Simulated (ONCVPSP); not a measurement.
**Before and after: ONCV potential for Tc (Z = 43)**

* Element: technetium (Tc)
* Generator: ONCVPSP 4.0.1
* Type: optimised norm-conserving Vanderbilt (ONCV)
* Functional: PBE
* Relativity: scalar-relativistic
* Frozen core: [Ar] 3d10
* Valence charge: 15
* Reference configuration: 4s2 4p6 4d5 5s0.5 (charge +1.5)
* Partial waves: 4s+5s: rc 1.75 bohr, ncon 4, nbas 8, qcut 8.8 1/bohr, 2 projectors; 4p: rc 1.95 bohr, ncon 4, nbas 9, qcut 6.7 1/bohr, 2 projectors, debl 3.1 Ha; 4d: rc 2.45 bohr, ncon 4, nbas 9, qcut 5.4 1/bohr, 3 projectors, debl 1.9 Ha
* Local potential: polynomial inside 1.45 bohr (lpopt 3, dvloc0 0 Ha)
* Core correction: Teter function fitted to the true core (icmod 2), fcfact 0.2

Change: all radii but the core radius scaled by about 1.12 (s 1.96, p 2.18, d 2.74 bohr); local potential polynomial inside 1.62 bohr (lpopt 3, dvloc0 0 Ha). In the p channel the program set the typed energies aside and used -2.100, 0.050 Ha.

Cutoffs: the cutoffs (Ha) at which the residual kinetic energy of the hardest occupied pseudo-wave falls to 1 and 0.1 mHa per electron; they do not see the model core or the augmentation charge, which bear on the density cutoff. Errors are all-electron minus pseudo energies relative to the spin-unpolarised reference configuration.

Question: How do hardness, ghosts and transferability respond?

Answer: The potential gets neither clearly harder nor softer (23 Ha and 27 Ha → 21 Ha and 25 Ha); of the 4 tests that both files solve, the error grows in 4 and shrinks in 0 by more than 15 % and 0.3 meV (median size 1.4 → 4.9 meV); neither file shows a bound ghost. More of the atom is replaced by a form fitted at one configuration, so other configurations suffer.

```tsv
quantity	base	changed
cutoff, loose	23 Ha	21 Ha
cutoff, tight	27 Ha	25 Ha
loose cutoff by channel	s 23 Ha, p 14 Ha, d 12 Ha	s 21 Ha, p 14 Ha, d 11 Ha
bound ghosts	none	none
GHOST(+) flags under 300 eV	none	none
error for 4s2 4p6 4d5 5s2, meV [ΔE -14.70 eV]	+0.2	-5.2
error for 4s2 4p6 4d5 5s1, meV [ΔE -6.55 eV]	+0.3	-0.8
error for 4s2 4p6 4d5 5s0, meV [ΔE 8.30 eV]	-2.6	-4.6
error for 4s2 4p6 4d4 5s2, meV [ΔE -3.06 eV]	+68	+97
rms error of d²Exc/dni dnj with the model core, mHa	0.95	1.41
```
